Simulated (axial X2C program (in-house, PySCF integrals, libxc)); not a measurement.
## How long does MoN⁻ take?

A bond scan computed with an in-house relativistic program for diatomic molecules. Basis: Mo dyall-acv3z [12s13p10d5f3g], N dyall-av3z [7s7p3d2f] (cores contracted in-house).

Input:
```json
{"zs": [42, 7], "q": -1, "bas": ["dyall-acv3z", "dyall-av3z"], "levels": ["PBE0", "HF", "LDA"], "cc": true, "r0": 1.81, "thr": -1.0, "nmax": 90, "npts": 10, "nst": 2, "ntry": 6}
```
```bash
python so2c.py task.json out
```

Keys: zs atomic numbers; q charge; bas basis sets; levels methods; cc coupled cluster on or off; r0 starting distance in Å; thr threshold in hartree for freezing inner shells (an s shell follows its p shell); nmax most natural virtual spinors; npts points on the curve; nst determinants followed; ntry starts of the search. HF also brings MP2.

Hardware: 1 thread of Arm Neoverse V1, with other jobs on the host.

Wall time of one point of each curve, integrals apart:

```json
{"Hamiltonian": "spin-free", "level": "PBE0", "points": "6", "seconds a point": "2.4"}
{"Hamiltonian": "spin-free", "level": "HF", "points": "6", "seconds a point": "1.6"}
{"Hamiltonian": "spin-free", "level": "CCSD(T) (12 electrons, 89 virtuals)", "points": "6", "seconds a point": "7.2"}
{"Hamiltonian": "spin-free", "level": "LDA", "points": "6", "seconds a point": "1.2"}
{"Hamiltonian": "2c", "level": "PBE0", "points": "6", "seconds a point": "3.7"}
{"Hamiltonian": "2c", "level": "HF", "points": "6", "seconds a point": "3.1"}
{"Hamiltonian": "2c", "level": "CCSD(T) (12 electrons, 90 virtuals)", "points": "6", "seconds a point": "9"}
{"Hamiltonian": "2c", "level": "LDA", "points": "6", "seconds a point": "1.3"}
```

The rest:

Search with its distance optimisation 72 s, atoms 32 s, whole task 290 s. Coupled cluster runs on the points near the minimum only. The program drops outer points, and coupled cluster, when its time limit (not in the input) nears; MP2, further determinants and curves that did not converge are not in the table.
